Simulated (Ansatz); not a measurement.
`CC(O)F` and `OC(F)BCl` differ in one atom or group.

Ansatz, PBE0-D4/def2-TZVP geometries, multiplicity 1. Each molecule was computed in one conformer, which needn't be the lowest.

| property | `CC(O)F` |
| --- | --- |
| LUMO energy (PBE/def2-TZVPP) / eV | 0.16 |
| size of the dipole moment (B3LYP/def2-TZVPP) / D | 1.63 |
| ideal-gas entropy at 298 K and 1 bar (rigid rotor, harmonic PBE0-D4/def2-TZVP) / J/(mol·K) | 286 |
| size of the dipole moment (ωB97M-V/def2-TZVPP) / D | 1.63 |
| HOMO–LUMO gap (B3LYP/def2-TZVPP) / eV | 9.29 |
| size of the dipole moment (PBE/def2-TZVPP) / D | 1.53 |

Question: What does the change do to each property? (Best estimate.)

Answer: Ansatz gave: 
```tsv
property	`OC(F)BCl`	shift
LUMO energy (PBE/def2-TZVPP) / eV	-2.86	-3.02
size of the dipole moment (B3LYP/def2-TZVPP) / D	1.79	0.16
ideal-gas entropy at 298 K and 1 bar (rigid rotor, harmonic PBE0-D4/def2-TZVP) / J/(mol·K)	334	48
size of the dipole moment (ωB97M-V/def2-TZVPP) / D	1.79	0.16
HOMO–LUMO gap (B3LYP/def2-TZVPP) / eV	6.36	-2.93
size of the dipole moment (PBE/def2-TZVPP) / D	1.78	0.25
```

With PBE0 the HOMO rises by 0.26 eV and the LUMO falls by 2.90 eV, so the gap narrows by about 3.16 eV. PBE moves the HOMO by 0.03 eV and ωB97M-V by 0.41 eV. The zero-point energy changes by -63.9 kJ/mol with -3 modes. Dipoles are sizes alone; their direction can turn. Modes under 60 cm⁻¹, often nearly free rotors, make the harmonic entropy too high.

B3LYP here is the variant with VWN-RPA as its local correlation; programs differ in this.
